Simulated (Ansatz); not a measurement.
C4H5FSi (`C=C=C1[SiH2]C1F`), one more setting.

```yaml
crystal:
  periodic: [false, false, false]
  atoms:
    - {symbol: C, position_ang: [-1.816609, -0.760490, 1.565351]}
    - {symbol: C, position_ang: [-0.835774, -0.466789, 0.762821]}
    - {symbol: C, position_ang: [0.123472, -0.176349, -0.049753]}
    - {symbol: Si, position_ang: [0.792423, 0.068325, -1.731393]}
    - {symbol: C, position_ang: [1.317534, 0.735944, -0.059154]}
    - {symbol: F, position_ang: [1.123344, 2.032179, 0.339533]}
    - {symbol: H, position_ang: [-1.771159, -1.634596, 2.205927]}
    - {symbol: H, position_ang: [-2.701134, -0.135082, 1.619141]}
    - {symbol: H, position_ang: [0.013646, 0.929138, -2.645050]}
    - {symbol: H, position_ang: [1.607740, -0.973400, -2.396111]}
    - {symbol: H, position_ang: [2.211918, 0.324020, 0.409288]}
basis:
  gaussian: {orbitals: 6-31G, point_charges: [{charge: 2.00, position_ang: [7.034, 0.441, 0.263]}]}
hamiltonian: {xc: {name: PBE0-DH}}
output: {forces: true}
```

```sh
$ ansatz run in.yaml --threads 4 --pin off --events-out ev --progress --plain --max-ram 10444MiB
```

Shortened log:

```
Functional definition: PBE0-DH
883 factors; integrals over basis functions are off by at most 2.4e-4 eV
mean field evaluation 1: about -14798.1180 eV, gradient 3.2e1 eV
mean field evaluation 2: about -14798.6164 eV, gradient 3.1e1 eV
mean field evaluation 4: about -14801.2112 eV, gradient 3.5e0 eV
mean field evaluation 8: about -14801.2517 eV, gradient 4.0e-1 eV
mean field evaluation 16: about -14801.2522 eV, gradient 2.5e-4 eV
mean field -14801.25217403 eV, -543.9359847466 hartree, gradient 7.6e-6 eV, S^2 0.000000; 0 other end points of the search recorded, 0 dependent functions left out
10 core orbitals not correlated: weight in the atoms' cores, before any rotation towards them, 1.000 or more for the frozen orbitals, at most 0.000 for the correlated occupied ones
reference -14801.25219085 eV, -543.9359853648 hartree; 16, 16 occupied and 42, 42 virtual orbitals, 883 factors
second order -18.33173912 eV of doubles, -0.00000000 eV of singles
Total energy: -14803.54365824 eV, -544.0201952381 hartree
Atom 0 at    -1.816609    -0.760490     1.565351 Å, force    -0.208194    -0.058689     0.263085 eV/Å
Atom 1 at    -0.835774    -0.466789     0.762821 Å, force    -0.251293    -0.158783     0.063507 eV/Å
Atom 2 at     0.123472    -0.176349    -0.049753 Å, force     0.558803     0.213702     0.391173 eV/Å
Atom 3 at     0.792423     0.068325    -1.731393 Å, force    -0.503446    -0.180898    -1.451775 eV/Å
Atom 4 at     1.317534     0.735944    -0.059154 Å, force     0.186238    -1.505948     0.369238 eV/Å
Atom 5 at     1.123344     2.032179     0.339533 Å, force     0.025902     1.677512     0.410990 eV/Å
Atom 6 at    -1.771159    -1.634596     2.205927 Å, force    -0.113619     0.072731    -0.051963 eV/Å
Atom 7 at    -2.701134    -0.135082     1.619141 Å, force     0.046604    -0.096079     0.056730 eV/Å
Atom 8 at     0.013646     0.929138    -2.645050 Å, force     0.008698     0.132949    -0.101915 eV/Å
Atom 9 at     1.607740    -0.973400    -2.396111 Å, force     0.276881    -0.160467    -0.074618 eV/Å
Atom 10 at     2.211918     0.324020     0.409288 Å, force     0.026803     0.023145     0.115361 eV/Å
Dipole moment:    -0.451967    -0.410813    -0.093519 e Å
```

It took 1 s on 4 threads of an AMD EPYC 9R45 on a shared host, with 0.17 GiB of host memory at the peak.
